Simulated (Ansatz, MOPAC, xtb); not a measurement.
Diatomic ClO+, multiplicity 3 (lowest of 2S+1 = 1, 3, 5 at CCSD(T)/def2-TZVPP on PBE0 minima; our sources give no spin for the ground state, which may be another).

Seven points along R, fitted to fifth degree in 1/R; most abundant isotopes. Runs in def2 and cc sets follow the lowest solution found near the PBE0 minimum.

Run with Ansatz (Gaussian orbitals); MOPAC for AM1, PM3, PM6, PM7 (differences of heats of formation); xtb for the GFN methods. Each number belongs to the level named beside it. The GFN methods have no spin term and hold the electronic entropy of 300 K.

| level | r_e (Å) | ω_e (cm⁻¹) | α_e (cm⁻¹) | B_e (cm⁻¹) |
|---|---|---|---|---|
| AM1 | 1.543 | 972 | 0.0036 | 0.646 |
| PM3 | 1.444 | 1242 | 0.0079 | 0.737 |
| PM6 | 1.507 | 1072 | 0.0044 | 0.676 |
| PM7 | 1.491 | 1082 | 0.0040 | 0.691 |
| GFN1-xTB | 1.426 | 1235 | 0.0053 | 0.755 |
| GFN2-xTB | 1.447 | 1017 | 0.0053 | 0.733 |
| SVWN5/def2-TZVPP | 1.476 | 1101 | 0.0055 | 0.705 |
| PBE/def2-TZVPP | 1.495 | 1056 | 0.0056 | 0.688 |
| r2SCAN/def2-TZVPP | 1.480 | 1096 | 0.0055 | 0.701 |
| B97M-V/def2-TZVPP | 1.475 | 1105 | 0.0057 | 0.706 |
| B3LYP/def2-TZVPP | 1.481 | 1089 | 0.0055 | 0.701 |
| PBE0/def2-TZVPP | 1.467 | 1142 | 0.0054 | 0.714 |
| BHLYP/def2-TZVPP | 1.455 | 1168 | 0.0056 | 0.726 |
| CAM-B3LYP/def2-TZVPP | 1.466 | 1143 | 0.0054 | 0.715 |
| wB97X-V/def2-TZVPP | 1.466 | 1165 | 0.0052 | 0.715 |
| wB97M-V/def2-TZVPP | 1.468 | 1148 | 0.0052 | 0.713 |
| B2PLYP/def2-TZVPP | 1.480 | 1098 | 0.0050 | 0.701 |
| CCSD/aug-cc-pV(T+d)Z | 1.475 | 1097 | 0.0061 | 0.706 |
| CCSD/def2-TZVPP | 1.474 | 1101 | 0.0060 | 0.707 |
| CCSD/aug-cc-pV(Q+d)Z | 1.468 | 1109 | 0.0060 | 0.713 |
| CCSD/def2-QZVPP | 1.468 | 1109 | 0.0061 | 0.713 |
| CCSD(T)/aug-cc-pV(T+d)Z | 1.486 | 1062 | 0.0062 | 0.696 |
| CCSD(T)/def2-TZVPP | 1.485 | 1067 | 0.0061 | 0.697 |
| CCSD(T)/aug-cc-pV(Q+d)Z | 1.479 | 1073 | 0.0061 | 0.702 |
| CCSD(T)/def2-QZVPP | 1.479 | 1074 | 0.0061 | 0.703 |
| CCSD(T)/CBS(aug-cc-pV(T+d)Z, aug-cc-pV(Q+d)Z) | 1.476 | 1081 | 0.0061 | 0.705 |
| CCSD(T)/CBS(def2-TZVPP, def2-QZVPP) | 1.476 | 1079 | 0.0062 | 0.705 |

Cores are frozen in the correlated methods. CBS: X⁻³ extrapolation of the correlation energy, Hartree–Fock from the larger set. The state reached by AM1, PM3, PM6, PM7 isn't checked; PM7 holds dispersion and hydrogen-bond terms.

Doubts at one or more of the structures used: T1 above 0.05 (CCSD/aug-cc-pV(T+d)Z, CCSD/def2-TZVPP, CCSD/aug-cc-pV(Q+d)Z, CCSD/def2-QZVPP, CCSD(T)/aug-cc-pV(T+d)Z, CCSD(T)/def2-TZVPP, CCSD(T)/aug-cc-pV(Q+d)Z, CCSD(T)/def2-QZVPP, CCSD(T)/CBS(aug-cc-pV(T+d)Z, aug-cc-pV(Q+d)Z), CCSD(T)/CBS(def2-TZVPP, def2-QZVPP)).

Ansatz is an electronic-structure program.
